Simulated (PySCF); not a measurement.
Isomers of C9H12, from PBE0-D3(BJ)/def2-SVP geometry optimisation, gas phase in PySCF. One conformer each, no zero-point energy, no frequencies.

Problem. Which is lowest in electronic energy at this level?
A. `[CH2:1]=[CH:2]/[C:3]([C:4]#[C:5][CH3:6])=[CH:7]\[CH2:8][CH3:9]` with C1–C2–C3–C4 0°, C3–C7–C8–C9 108°: A = 2429, B = 808.5, C = 637.8 MHz, dipole 0.47 D
B. 1,2,3-trimethylbenzene, `CC1=CC=CC(C)=C1C`: A = 2217, B = 1735, C = 991.4 MHz, dipole 0.80 D
C. `[CH:1]#[C:2][CH2:3][CH2:4][C@H:5]1[CH2:6][C:7]12[CH2:8][CH2:9]2` with C2–C3–C4–C5 60°, C3–C4–C5–C6 -169°: A = 2295, B = 1385, C = 968.6 MHz, dipole 0.68 D

Solution. B. That is 1,2,3-trimethylbenzene (`CC1=CC=CC(C)=C1C`), 76.0 kcal/mol below the next.

```csv
SMILES,mapped SMILES,E (Eh),relative (kcal/mol),relative (kJ/mol),dipole (D)
Cc1cccc(C)c1C,[CH3:1][c:2]1[cH:3][cH:4][cH:5][c:6]([CH3:7])[c:8]1[CH3:9],-349.54237,0.0,0.0,0.80
C=C/C(C#CC)=C\CC,[CH2:1]=[CH:2]/[C:3]([C:4]#[C:5][CH3:6])=[CH:7]\[CH2:8][CH3:9],-349.42121,76.0,318.1,0.47
C#CCC[C@H]1CC12CC2,[CH:1]#[C:2][CH2:3][CH2:4][C@H:5]1[CH2:6][C:7]12[CH2:8][CH2:9]2,-349.38908,96.2,402.5,0.68
```

As drawn, the lowest has an aromatic ring, which the highest lacks; the highest has a three-membered ring, a C≡C bond and a quaternary carbon, which the lowest lacks.
